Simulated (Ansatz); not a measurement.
Ansatz (an electronic-structure program) input (PBE/def2-TZVPD):

Ansatz 0.2 input:
```yaml
crystal:
  periodic: [false, false, false]
  atoms:
    - {symbol: Mg, position_ang: [-0.00000000, -0.00000000, -1.24137164]}
    - {symbol: Cl, position_ang: [0.00000000, 0.00000000, 0.87626233]}
basis:
  gaussian:
    orbitals: def2-TZVPD
hamiltonian:
  xc: {name: PBE}
magnetization: {spin_polarized: true, initial_magnetization: 1}
```

Output:

```
Functional definition: PBE
integrals: 0.02 GiB planned
588 factors; their error is unknown
mean field: 0.20 GiB planned
mean field evaluation 1: about -17958.6963 eV, gradient 1.6e1 eV
mean field evaluation 2: about -17953.2656 eV, gradient 3.5e1 eV
mean field evaluation 4: about -17960.1352 eV, gradient 1.7e0 eV
mean field evaluation 8: about -17960.1369 eV, gradient 1.3e-2 eV
mean field -17960.13694832 eV, -660.0228590327 hartree, gradient 1.5e-5 eV, S^2 0.750499; 0 other end points of the search recorded, 0 dependent functions left out
reference -17960.13699078 eV, -660.0228605932 hartree; 15, 14 occupied and 66, 67 virtual orbitals, 588 factors
Total energy: -17960.13699078 eV, -660.0228605932 hartree
```

This state (charge 0, doublet) is run at the relaxed geometry of the species with charge 1 and multiplicity 1.
